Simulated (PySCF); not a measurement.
SMILES [NH]([SiH2]C)[GeH3], CAM-B3LYP/def2-SVP optimised geometry. Atoms within 1.6 Å of the plane z = 0.8 Å (x, y, z in Å): Si1 (-0.88, -0.19, 0.00), C2 (1.00, -0.19, 0.00), N3 (-1.46, -1.00, 1.42), Ge4 (-0.70, -2.35, 2.40), H5 (-1.40, 1.21, 0.00), H7 (1.40, 0.32, 0.89), H9 (1.40, -1.21, -0.03), H10 (-2.43, -0.82, 1.67), H11 (-0.48, -3.62, 1.55).

Calculation: CAM-B3LYP/def2-TZVP (PySCF).

Map of the Laplacian of the electron density (e/bohr⁵), clipped to [-1.50, 1.50] on the plane z = 0.8 Å:

```
|88888888888888888888888888888|
|88888888888888888888888888888|
|88888888888888888888888888888|
|88888888888888888888888888888|
|88888888888888888888888888888|
|88888888888888888888888888888|
|88888888888888888888888888888|
|88888888888888888888888888888|
|88888888888888888888888888888|
|88888888888888888888888888888|
|88888888888888888888888888888|
|88888888888888888998898888888|
|88888888888888889984388888888|
|88888888888988889970089888888|
|88888889889998899976789888888|
|88888899889998899998998888888|
|88888999878888899999998888888|
|88889999778898889999988888888|
|88889999778998888999988888888|
|88888999899998888888888888888|
|88888999999988888888888888888|
|88888899999888888888888888888|
|88888888888888888888888888888|
|88888888888888888888888888888|
|88888888888888888888888888888|
|88888888888888888888888888888|
|88888888888888888888888888888|
|88888888888888888888888888888|
|88888888888888888888888888888|
```
Scale: ten equal steps from -1.50 (start of '0') to 0.253 (end of '9'), in the order '0123456789'; x runs from -3.50 to 3.50, y from -3.50 (bottom) to 3.50 (top).
